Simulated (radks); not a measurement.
Dy XLVII, configuration [Ar] 3d2. All-electron calculation, Dirac Kohn-Sham, RPBE, spin-unpolarised, spherical densities, point nucleus; open shells fill j = l - 1/2 first. Program: a radial shooting solver on a logarithmic mesh with Libxc functionals.

Normalised radial functions P(r) = r R(r) (large component), r in bohr:

r            2s1/2   2p1/2   3d5/2
0.0009424   0.4810  0.0368  0.0000
0.00117     0.5717  0.0469  0.0000
0.001463    0.6809  0.0608  0.0000
0.001816    0.8017  0.0787  0.0001
0.002254    0.9378  0.1028  0.0002
0.002797    1.0879  0.1352  0.0003
0.003472    1.2490  0.1793  0.0006
0.004309    1.4148  0.2391  0.0011
0.00539     1.5806  0.3238  0.0021
0.00669     1.7181  0.4346  0.0039
0.008303    1.8104  0.5828  0.0071
0.01031     1.8271  0.7785  0.0128
0.01279     1.7311  1.0314  0.0231
0.01587     1.4816  1.3492  0.0410
0.01986     1.0224  1.7483  0.0732
0.02465     0.3670  2.1886  0.1256
0.03059    -0.4795  2.6522  0.2107
0.03796    -1.4450  3.0829  0.3438
0.04712    -2.3932  3.4002  0.5421
0.05848    -3.1367  3.5113  0.8200
0.07316    -3.4903  3.3290  1.1940
0.0908     -3.3175  2.8506  1.6109
0.1127     -2.6902  2.1519  2.0161
0.1399     -1.8242  1.3913  2.3041
0.1736     -1.0036  0.7436  2.3570
0.2172     -0.4141  0.3026  2.0882
0.2695     -0.1291  0.0944  1.5642
0.3345     -0.0276  0.0205  0.9509
0.4151     -0.0037  0.0028  0.4479
0.5152     -0.0003  0.0002  0.1533
0.6395     0.0000  0.0000  0.0352

2s1/2: eigenvalue -11689.5 eV, 1 radial node at r = 0.0272 bohr, <r> = 0.0885 bohr, 90 % of the charge inside 0.138 bohr. 2p1/2: eigenvalue -11276.0 eV, 0 radial nodes, <r> = 0.0738 bohr, 90 % of the charge inside 0.122 bohr. 3d5/2 (empty): eigenvalue -3742.9 eV, 0 radial nodes, <r> = 0.193 bohr, 90 % of the charge inside 0.294 bohr.
